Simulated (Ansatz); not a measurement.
## SnSe (SMILES [Se][Sn]): methods side by side

The species is SnSe (2 atoms), meant as a singlet with charge 0. As SMILES, `[Se][Sn]`. The shape is that of a PBE0-D4/def2-TZVP optimisation.

```xyz
2

Se    0.0000    0.0000    0.0065
Sn    0.0000    0.0000    2.3318
```

Each level gives the energy change with the Se1–Sn2 bond stretched from 2.325 to 4.677 Å (eV). The values are calculated.

```
                        level                    kind  program  value (eV)  less FCI/STO-3G  CPU time (all runs)
       HF/STO-3G (restricted)            Hartree–Fock   Ansatz        7.98            +2.42                2.6 s
      PBE/STO-3G (restricted)                     GGA   Ansatz        7.95            +2.39                 14 s
    BHLYP/STO-3G (restricted)           global hybrid   Ansatz        8.83            +3.27                  5 s
     PBE0/STO-3G (restricted)           global hybrid   Ansatz        9.23            +3.67                 44 s
CAM-B3LYP/STO-3G (restricted)  range-separated hybrid   Ansatz        9.04            +3.48                5.9 s
  wB97M-V/STO-3G (restricted)  range-separated hybrid   Ansatz        9.05            +3.49                 52 s
  RPA@PBE/STO-3G (restricted)                     RPA   Ansatz        4.72            -0.84                 21 s
  CCSD(T)/STO-3G (restricted)   coupled cluster or CI   Ansatz        8.55            +2.99                7.3 s
                   FCI/STO-3G      exact in the basis   Ansatz        5.56             0.00                 21 s
```

FCI/STO-3G is exact within its basis and frozen core, so for wave-function methods in that basis the difference is their error; functionals converge differently with the basis, so for them it is only a difference. Spin-restricted single references rise too steeply as a bond breaks. All-electron rows without a relativistic Hamiltonian named are non-relativistic. The first shape isn't each level's own minimum. The values span 4.72 to 9.23 eV. All rows use very small basis sets, so even the best lies far from the true value. In the correlated wave-function rows the outer d shell of Se, Sn is correlated, in sets not made for it. Times are those of the runs behind each value, whatever else they computed, on shared processors of several kinds: orders of magnitude only.
